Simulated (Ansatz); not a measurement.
Cost and result for the atomization energy of C2H8BCl2N, SMILES `C[NH2+][B-](C)(Cl)Cl` (14 atoms, 13 bonds).

Cartesian coordinates in Å:
```
C -1.6480 1.0352 0.3510
N -0.2261 0.7440 0.0861
B 0.2094 -0.8127 -0.0877
C 1.7740 -0.8572 -0.3613
Cl -0.2657 -1.6228 1.5102
Cl -0.7902 -1.4309 -1.5208
H -2.2351 0.6367 -0.4730
H -1.9331 0.5272 1.2692
H -1.8041 2.1098 0.4456
H 0.0683 1.2150 -0.7671
H 0.3472 1.1134 0.8419
H 2.0514 -0.3272 -1.2795
H 2.0981 -1.8925 -0.4830
H 2.3539 -0.4379 0.4686
```

The species carries charge 0 and has multiplicity 1. The structure was optimised at the PBE0-D4/def2-TZVP level. It is one conformer, not always the lowest. Program: Ansatz. All runs use 4 threads of an Arm Neoverse V2 on a shared host. Times are those of one run each, without the atoms' runs, and a repeat can differ threefold. Electronic energies, without spin–orbit coupling; frozen cores. CCSD(T)/CBS adds CCSD(T) − MP2 in def2-TZVPP to the MP2 limit, and its time is that of the two runs behind it. T1 = 0.009. HSE06 is the plane-wave form, built on full-range PBE exchange.

CCSD(T)/CBS is a level of theory with its own doubt, some kJ/mol a heavy atom from the limit and from the frozen cores, so smaller differences don't rank the functionals.

```
                           level  functions  wall time
          LDA (SPW92)/def2-TZVPP        320      2.2 s
            revPBE-D4/def2-TZVPP        320      3.5 s
 PBE-D4/def2-TZVPP (with forces)        320      4.4 s
             HSE06-D4/def2-TZVPP        320      6.5 s
               B2PLYP/def2-TZVPP        320       11 s
             PBE-QIDH/def2-TZVPP        320       11 s
              ωB97X-V/def2-TZVPP        320       14 s
               B97M-V/def2-TZVPP        320       15 s
                CCSD(T)/def2-SVP        132       16 s
ωB97M-V/def2-TZVPP (with forces)        320       21 s
                  MP2/def2-QZVPP        608       48 s
              CCSD(T)/def2-TZVPP        320     22 min
               CCSD(T)/CBS(def2)          –     23 min
```

(1) What atomization energy does each give, and how far from CCSD(T)/CBS? (Best estimate.)

## Answers

(1) Computed: 
| level | atomization (kJ/mol) | difference from CCSD(T)/CBS | per bond |
| --- | --- | --- | --- |
| LDA (SPW92)/def2-TZVPP | 5887.4 | 730.0 | 56.2 |
| revPBE-D4/def2-TZVPP | 5148.0 | -9.4 | -0.7 |
| PBE-D4/def2-TZVPP (with forces) | 5261.0 | 103.6 | 8.0 |
| HSE06-D4/def2-TZVPP | 5198.6 | 41.2 | 3.2 |
| B2PLYP/def2-TZVPP | 5099.5 | -57.9 | -4.4 |
| PBE-QIDH/def2-TZVPP | 5154.9 | -2.5 | -0.2 |
| ωB97X-V/def2-TZVPP | 5173.4 | 16.0 | 1.2 |
| B97M-V/def2-TZVPP | 5182.1 | 24.7 | 1.9 |
| CCSD(T)/def2-SVP | 4923.2 | -234.2 | -18.0 |
| ωB97M-V/def2-TZVPP (with forces) | 5191.0 | 33.6 | 2.6 |
| MP2/def2-QZVPP | 5186.9 | 29.5 | 2.3 |
| CCSD(T)/def2-TZVPP | 5031.7 | -125.7 | -9.7 |
| CCSD(T)/CBS(def2) | 5157.4 | 0.0 | 0.0 |

From PBE to PBE0 (25 % exact exchange), in def2-TZVPP and without D4, the atomization energy moves by −59.8 kJ/mol: exact exchange takes away binding that semilocal exchange gives to molecules. The D4 term adds +58.8 kJ/mol with B3LYP and +31.0 kJ/mol with PBE0; it sums over pairs of atoms, weighted by their polarisabilities, and B3LYP, whose exchange is more repulsive, gets the larger term. Leaving LDA and LC-ωPBE aside and taking each functional with its dispersion term where it has one, the values, not all of them listed here, spread over 222.0 kJ/mol, from BHLYP-D4 to PBE-D4. LDA lies +662.9 kJ/mol from PBE without D4, its usual overbinding.

B3LYP here is the variant with VWN-RPA as its local correlation; programs differ in this.
